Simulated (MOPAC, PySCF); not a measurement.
C$_{2}$H$_{3}$BO, SMILES `[H]/B=C1\CO1`, neutral singlet in the gas phase. 

Cartesian coordinates (Å):
```xyz
7

B      1.6228    -0.2133     0.6164
C      0.3123    -0.2858     0.1947
C     -1.0407     0.2728     0.1376
O     -0.6848    -0.9700    -0.5011
H      2.7237    -0.0827     1.0116
H     -1.6914     0.1747     1.0128
H     -1.2419     1.1044    -0.5457
```
Charge 0, multiplicity 1.

All levels are single points at this geometry (PBE-D3(BJ)/def2-TZVP); Pople sets use spherical d functions. Orbital energies aren't observables, and empty levels follow the basis.

```
level                          HOMO (eV)  LUMO (eV)  gap (eV)  dipole (D)  vertical IE, Delta-SCF (eV)
-----------------------------  ---------  ---------  --------  ----------  ---------------------------
PBE-D3(BJ)/def2-TZVP in PySCF      -4.95      -3.15      1.80        1.52                         8.39
B3LYP/3-21G in PySCF               -5.63      -2.11      3.52        1.87                            –
M06-2X/6-31G* in PySCF             -7.01      -0.83      6.18        1.85                            –
SVWN5/6-31G* in PySCF              -4.69      -3.05      1.64        1.64                         8.40
PM6 in MOPAC                       -8.14      -0.64      7.51        2.81                            –
PM7 in MOPAC                       -9.04      -0.97      8.07        1.77                            –
```
